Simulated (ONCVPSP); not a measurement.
Before and after: ONCV potential for Nb (Z = 41)

* Element: niobium (Nb)
* Generator: ONCVPSP 4.0.1
* Type: optimised norm-conserving Vanderbilt (ONCV)
* Functional: PBE
* Relativity: scalar-relativistic
* Frozen core: [Ar] 3d10 4s2
* Valence charge: 11
* Reference configuration: 4p6 4d4.5 5s0.5
* Partial waves: 5s: rc 3.25 bohr, ncon 4, nbas 9, qcut 1.6 1/bohr, 2 projectors, debl 2.8 Ha; 4p: rc 2.15 bohr, ncon 4, nbas 8, qcut 6.3 1/bohr, 1 projector; 4d: rc 2.85 bohr, ncon 4, nbas 9, qcut 5.2 1/bohr, 2 projectors, debl 2.8 Ha
* Local potential: polynomial inside 1.80 bohr (lpopt 5, dvloc0 6 Ha)
* Core correction: none

Change: d: rc 2.15, qcut 6.9, nproj 0; local potential the d channel.

Cutoffs: the cutoffs (Ha) at which the residual kinetic energy of the hardest occupied pseudo-wave falls to 1 and 0.1 mHa per electron; they do not see the model core or the augmentation charge, which bear on the density cutoff. Errors are all-electron minus pseudo energies relative to the spin-unpolarised reference configuration.

What does the change do?

The potential gets harder (12 Ha and 20 Ha → 15 Ha and 20 Ha); the lowest positive-energy flag moves from s at 93.3 eV to s at 9.7 eV; of the 4 tests that both files solve, the error grows in 0 and shrinks in 4 by more than 15 % and 0.3 meV (median size 4.9 → 2.4 meV); neither file shows a bound ghost.

| quantity | base | changed |
| --- | --- | --- |
| cutoff, loose | 12 Ha | 15 Ha |
| cutoff, tight | 20 Ha | 20 Ha |
| loose cutoff by channel | s 4.4 Ha, p 12 Ha, d 9.8 Ha | s 4.4 Ha, p 12 Ha, d 15 Ha |
| bound ghosts | none | none |
| GHOST(+) flags under 300 eV | s at 93.3 eV | s at 9.7 eV |
| error for 4p6 4d4 5s1, meV [ΔE -0.56 eV] | +6.2 | +2.4 |
| error for 4p6 4d4 5s0, meV [ΔE 6.08 eV] | -3.7 | -2.3 |
| error for 4p6 4d3 5s0, meV [ΔE 20.12 eV] | +11 | -4.6 |
| error for 4p6 4d5 5s0, meV [ΔE 0.71 eV] | +2.7 | 0.0 |
| s: phases at 3.30 bohr within 0.05 rad from the reference energy up to (Ha; the scan ends near 5) | n/a | n/a |
| p: phases at 2.18 bohr within 0.05 rad from the reference energy up to (Ha; the scan ends near 5) | 0.3 | 0.4 |
